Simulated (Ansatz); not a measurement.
Ansatz (an electronic-structure program) input (CCSD(T)/cc-pVTZ):

Ansatz 0.2 input:
```yaml
crystal:
  periodic: [false, false, false]
  atoms:
    - {symbol: C, position_ang: [0.47010656, 1.19150441, -0.13042147]}
    - {symbol: C, position_ang: [-0.87697809, 0.79979085, 0.06096602]}
    - {symbol: C, position_ang: [-0.92854020, -0.60725034, 0.15226684]}
    - {symbol: N, position_ang: [0.28102695, -1.15199015, 0.03449636]}
    - {symbol: N, position_ang: [1.07144570, -0.03611763, -0.13125229]}
    - {symbol: H, position_ang: [-1.72519928, 1.46938679, 0.12620483]}
    - {symbol: H, position_ang: [-1.78504034, -1.25626841, 0.29808191]}
    - {symbol: H, position_ang: [2.05540145, -0.20063336, -0.24386353]}
basis:
  gaussian:
    orbitals: cc-pVTZ
total_charge: -1
magnetization: {spin_polarized: false}
correlation: {method: ccsd_t, electrons: outside_noble_gas}
```

End of the output:

```
reference -6101.63895218 eV, -224.2310956531 hartree; 13, 13 occupied and 174, 174 virtual orbitals, 1132 factors
second order -24.32700377 eV of doubles, -0.00000000 eV of singles
coupled cluster: 5.20 GiB planned
cycle   1  -23.62352730 eV  change    7.0e-1 eV  update   1.3e-1
cycle   2  -24.33649395 eV  change   -7.1e-1 eV  update   4.0e-2
cycle   3  -24.48526696 eV  change   -1.5e-1 eV  update   2.0e-2
cycle   4  -24.46438730 eV  change    2.1e-2 eV  update   5.9e-3
cycle   5  -24.46356497 eV  change    8.2e-4 eV  update   3.4e-3
cycle   6  -24.46471022 eV  change   -1.1e-3 eV  update   1.1e-3
cycle   7  -24.46387031 eV  change    8.4e-4 eV  update   4.1e-4
cycle   8  -24.46372959 eV  change    1.4e-4 eV  update   1.2e-4
cycle   9  -24.46381108 eV  change   -8.1e-5 eV  update   4.4e-5
cycle  10  -24.46380914 eV  change    1.9e-6 eV  update   1.9e-5
perturbative correction -1.33772574 eV, -0.0491605143 hartree
Total energy: -6127.44048706 eV, -225.1792845710 hartree
```

It need not be the lowest isomer of its formula. Whether it binds its extra electron was not tested at this geometry.
